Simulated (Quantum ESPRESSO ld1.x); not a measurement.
The nuclear charge of neutral iodine is varied continuously with 53 electrons held in [Kr] 4d10 5s2 5p5. All-electron calculation, Dirac Kohn-Sham, PBE, spin-unpolarised, spherical densities, point nucleus; open shells are shared between the two j in proportion to 2j + 1. Program: ld1.x of Quantum ESPRESSO 7.5. By the Hellmann-Feynman theorem dE/dZ = E(electron-nucleus)/Z, the electronic potential at the nucleus.

Z	E (hartree)	E(electron-nucleus)/Z (hartree)	HOMO	e(HOMO) (eV)	<r> HOMO (bohr)
52.6	-6989.14	-322.992	5p3/2	-3.466	2.685
52.8	-7053.91	-324.723	5p3/2	-5.072	2.596
53	-7119.03	-326.454	5p3/2	-6.777	2.517
53.2	-7184.49	-328.185	5p3/2	-8.573	2.446
53.4	-7250.30	-329.916	5p3/2	-10.455	2.382
53.6	-7316.46	-331.648	5p3/2	-12.418	2.323
53.8	-7382.96	-333.381	5p3/2	-14.460	2.269
54	-7449.81	-335.115	5p3/2	-16.576	2.219

The central difference of E at Z = 53 is -326.454 hartree, to compare with the third column; the second derivative is -8.65 hartree.
